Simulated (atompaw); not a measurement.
tungsten: one change to a PAW (atompaw) potential, before and after

```
Element                 : W
Generator               : atompaw 4.2.0.5
Type                    : PAW
Functional              : PBE
Relativity              : scalar-relativistic
Frozen core             : [Xe] 4f14
Valence charge          : 6
Reference configuration : 5d4 6s0 6p0 (charge +2)
Partial waves           : 6s (bound, empty); 6s channel at 0.2 Ry; 6p (bound, empty); 6p channel at 0.55 Ry; 5d (bound); 5d channel at 2.85 Ry; 5f channel at 0.35 Ry
Local potential         : troulliermartins scheme with l = 4 at 0 Ry, radius 2.25 bohr
Core correction         : smooth core density matched at 2.85 bohr
Augmentation charge     : sinc compensation charge, radius 2.85 bohr; PAW radius 2.90 bohr; waves and projectors: bloechl
```

Change: local potential bessel scheme, radius 2.25 bohr.

Cutoffs: the cutoffs (Ry, on a coarse ladder) from which the occupation-weighted sum of valence levels, in a spherical-Bessel basis at the reference potential, stays within 10 and 1 mRy of its value at 400 Ry; they do not see the model core or the augmentation charge, which bear on the density cutoff.

**Question.** What does the change do?

**Answer.** The potential gets softer (30 Ry and 35 Ry → 18 Ry and 25 Ry); the bound ghosts move from p, s to p. A state that the projectors do not describe sees the local part alone, so a deeper or shallower local part can create or remove a ghost.

```csv
quantity,base,changed
"cutoff, loose",30 Ry,18 Ry
"cutoff, tight",35 Ry,25 Ry
bound ghosts,"s, p",p
s: phases at 2.91 bohr within 0.05 rad from the reference energy up to (Ry; the scan ends near 5),2.8,2.2
p: phases at 2.91 bohr within 0.05 rad from the reference energy up to (Ry; the scan ends near 5),3.8,3.6
d: phases at 2.91 bohr within 0.05 rad from the reference energy up to (Ry; the scan ends near 5),to the end of the scan,to the end of the scan
f: phases at 2.91 bohr within 0.05 rad from the reference energy up to (Ry; the scan ends near 5),3.4,3.2
lowest overlap eigenvalue by channel,"s 0.23, p 0.04, d 0.96, f 0.95","s 0.44, p 0.04, d 0.91, f 1.00"
```

 A true bound ghost makes a file unfit for plane-wave use even where its test errors are small: the radial tests pick states by their node count and pass the ghost by. The cutoffs see the waves, projectors and local potential, not the compensation charge or the core.
